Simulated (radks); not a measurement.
Values are calculated unless marked as measured or tabulated.
Gd51+, configuration [Ne] 3s2 3p1 (the NIST ground configuration).

Level of theory: Dirac Kohn-Sham, PBE, spin-unpolarised, spherical densities, point nucleus; open shells are shared between the two j in proportion to 2j + 1 (a radial shooting solver on a logarithmic mesh with Libxc functionals).

Energy parts (Ry):
part                       energy
total                 -17164.3024
kinetic                19083.2844
electron-nucleus      -37721.0747
Hartree                 1725.5313
exchange-correlation    -252.0434

Orbitals (lengths in bohr, moments of r in powers of bohr; <r^-3> diverges for s and p1/2):
orbital,occ.,eigenvalue (Ry),<r^-3>,<r^4>,<r^2>,small-component weight
1s1/2,2,-3954.056,-,1.137e-06,0.0006539,5.69e-02
2s1/2,2,-867.7472,-,0.0001674,0.009892,1.29e-02
2p1/2,2,-840.8772,-,0.0001025,0.007153,1.29e-02
2p3/2,4,-788.0891,10230,0.0001329,0.008301,1.20e-02
3s1/2,2,-351.2367,-,0.004503,0.05550,5.05e-03
3p1/2,0.333333,-341.6306,-,0.003816,0.05007,4.99e-03
3p3/2,0.666667,-327.7560,2799,0.004507,0.05465,4.76e-03

The highest occupied level is 3p3/2 at -4459.3 eV. The density falls to 0.001 e/bohr^3 at r = 0.62 bohr. For comparison, the ionisation energy in NIST's Atomic Spectra Database is 4693 eV (theoretical). In exact Kohn-Sham theory the highest level is minus the ionisation energy, but local and semilocal functionals leave it too shallow, through self-interaction and a potential that decays too fast; potentials with the right tail come closer. Summed over all electrons, <r^2> = 0.2327 bohr^2, which gives a Langevin (diamagnetic) susceptibility term of -0.184 x 10^-6 cm^3/mol.

Beside tabulated values, note that spin-unpolarised runs miss the spin-polarisation part of the exchange energy of open shells.
